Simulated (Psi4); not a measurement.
BBr$_{3}$, charge +1, doublet, geometry from GFN2-xTB (a state made from the parent by changing its charge; the spin is typed, not shown lowest), with bond 3-1 at 2.0 times its length. Base run: M06-2X/cc-pVDZ (Psi4).

Psi4 was given this input:
```
memory 2 GB

molecule mol {
1 2
B     0.018222   -0.019963   -0.037976
Br   -1.511018   -1.113260   -0.137110
Br    0.020949    3.361151   -1.694136
Br    1.488830   -0.554483    1.008591
}

set {
  basis cc-pvdz
  reference uks
}

energy('m06-2x')
print_variables()
```

Variants of this job, named by their change:

| change | ΔE vs base (mEh) | SCF cycles | grid points | basis functions | outcome |
|---|---|---|---|---|---|
| base | 0.000 | 11 | 83279 | 95 | converged |
| basis_guess = true | 0.000 | 10 | 83279 | 95 | converged |
| e_convergence = 1e-8 | 0.000 | 13 | 83279 | 95 | converged |
| scf_type = dfdirj+link | - | - | - | 95 | cut at the time limit |
| dft_radial_scheme = becke | 1.136 | 11 | 72584 | 95 | converged |
| damping_percentage = 50 | - | - | - | 95 | not converged |
| d_convergence = 1e-4 | 0.000 | 11 | 83279 | 95 | converged |
| e_convergence = 1e-10 | 0.000 | 15 | 83279 | 95 | converged |
| puream = false | -9.536 | 11 | 83279 | 102 | converged |
| scf_type = out_of_core | -1092.3 | 11 | 83279 | 95 | another SCF solution |
| dft_radial_points = 150 | 3.751 | 11 | 164812 | 95 | converged |
| guess = core | 11.289 | 17 | 83279 | 95 | another SCF solution |
| guess = sap | -0.089 | 18 | 83278 | 95 | converged |

A guess, shift, damping, solver or small numerical setting can't move a converged solution much, so rows marked as another SCF solution ended in a different state.

Open shells are given as the SCF converged; they aren't shown to be the lowest states, and a large step between rows can be another state.
